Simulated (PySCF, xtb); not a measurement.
BaCl, SMILES [Cl][Ba+], charge +1.

GFN2-xTB (xtb) at its own geometry gives an orbital gap of 1.26 eV.

Geometry optimised at B3LYP-D3(BJ)/def2-TZVPD. The multiplicity is an assumed one; other spin states were not compared. The def2 effective core potentials stand for the cores of Ba; spin–orbit coupling is left out.

### Question
What does ωB97X/def2-TZVPD (PySCF) give? (An estimate is asked for; the answer gives what the named calculation found.)

### Answer
gap 10.16 eV (levels -14.54 and -4.38 eV).
